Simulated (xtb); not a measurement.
Sn(OMe)2 (C₂H₆O₂Sn), SMILES C[O][Sn][O]C (connectivity only; charge and spin as stated), neutral, multiplicity 1. All values are semi-empirical tight-binding results from xtb (GFN2-xTB unless named), good for trends rather than for accurate numbers. Geometry optimised at GFN2-xTB. The structure was generated by enumeration; whether it is a known compound was not checked. Other conformers were not sampled.

For metal compounds this method's bond lengths and energies can be far off.

The orbital gap is 4.19 eV, the zero-point energy is 49.3 kcal/mol and the G − E(el) at 298.15 K (modified RRHO) is 27.0 kcal/mol.
